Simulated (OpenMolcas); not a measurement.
# Cu2+: moving or changing the point charges

Cu2+ among 4 point charges of -2 e arranged as a tetrahedron (Td), 2.11 Å from the ion.
```
   1.2182    1.2182    1.2182  -2.00
   1.2182   -1.2182   -1.2182  -2.00
  -1.2182    1.2182   -1.2182  -2.00
  -1.2182   -1.2182    1.2182  -2.00
```

```json
{
  "Program": "OpenMolcas",
  "Method": "CASSCF",
  "Basis": "ANO-RCC-VDZP [5s4p2d1f]",
  "Scalar Hamiltonian": "DKH2, point nucleus",
  "Active space": "9 electrons in 5 orbitals (3d)",
  "State averaging": "2S+1 = 2 even, 5 roots",
  "Spin-orbit coupling": "state interaction with AMFI integrals over the reference wave functions"
}
```

Runs around this geometry, states (labels of Td). Energies in cm-1 above the lowest state or level, χT in cm3 K/mol; under a threefold ground state the first gap can be a small split of the lowest multiplet, not the spin-orbit step; 10Dq is the gap between the two states; 10Dq is negative for this site.

```csv
R (Å),q (e),Ground state,First state of that spin,10Dq,First gap with spin-orbit (degeneracies),χT at 300 K
2.11,-1.3,2T2,2E 717.3,-717,"373.2 (2, 4)",1.366
1.9,-2,2T2,2E 1482,-1482,"636.1 (2, 4)",1.094
2.11,-2,2T2,2E 1004,-1004,"486.7 (2, 4)",1.247
2.24,-2,2T2,2E 791.8,-792,"404.4 (2, 4)",1.333
```

Taking |10Dq| as R^-n, n = -ln(792 / 1482) / ln(2.24 / 1.9) = 3.8 between the shortest and longest distance. The point-charge formula for a cubic d site gives n = 5.

Scaling the charges by -1.3 / -2 = 0.65 scales |10Dq| by 717 / 1004 = 0.71; with fixed orbitals a first-order splitting would follow the charge.

An orbital triplet at a regular site is open to Jahn-Teller coupling, which can distort the site and quench the lowest spin-orbit gaps and is left out. The ground term spreads over less than 5000 cm-1, several times less than with real ligands, so orbital moments are less quenched and χT lies further from the spin-only value than at real sites. Point charges carry no covalency, so the field is a model and not that of real ligands. No measured value stands beside these numbers.
